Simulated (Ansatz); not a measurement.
```yaml
crystal:
  periodic: [false, false, false]
  atoms:
    - {symbol: O, position_ang: [-0.932426, 1.498748, 0.233478]}
    - {symbol: Ta, position_ang: [0.119525, 0.060766, -0.098586]}
    - {symbol: O, position_ang: [0.865809, -0.218498, 1.542135]}
    - {symbol: O, position_ang: [-1.180829, -1.635271, -0.524996]}
    - {symbol: S, position_ang: [1.639890, 0.372254, -1.570956]}
    - {symbol: H, position_ang: [-0.950732, 2.313977, -0.186652]}
    - {symbol: H, position_ang: [1.866329, -0.404479, 1.743855]}
    - {symbol: H, position_ang: [-0.992500, -2.129535, -1.348642]}
basis:
  gaussian: {orbitals: def2-SVP, fitting: {mean_field: def2-universal-jkfit}}
hamiltonian: {xc: {name: TPSS}, dispersion: d3bjatm}
scf: {lower_state_search: off}
```

```sh
$ ansatz run in.yaml --threads 4 --pin off --events-out ev --progress --plain --max-ram 10444MiB
```

It prints (some lines left out):

```
Error: YAML parse error: error: line 14 column 19: hamiltonian.xc: no functional is named "TPSS"; the names, which are not case-sensitive, are SVWN5, SPW92, PBE, PBE0, PBEsol, revPBE, revPBE0, RPBE, rPW86-PBE, HSE06, wPBEh, LC-wPBE, HISS, HF, BLYP, B3LYP, B3LYP5, BHLYP, CAM-B3LYP, r2SCAN, r2SCANh, r2SCAN0, r2SCAN50, m-r2SCAN, B97, wB97, wB97X, wB97X-V, B97M-V, wB97M-V, B2PLYP, B2GP-PLYP, PBE0-DH, PBE-QIDH
12 | basis:
13 |   gaussian: {orbitals: def2-SVP, fitting: {mean_field: def2-universal-jkfit}}
14 | hamiltonian: {xc: {name: TPSS}, dispersion: d3bjatm}
15 | scf: {lower_state_search: off}
```

Something in this input is off. What?

The method's name isn't one that the program takes here. The input was rejected before any iteration.

HSE06 is defined as in plane-wave codes.
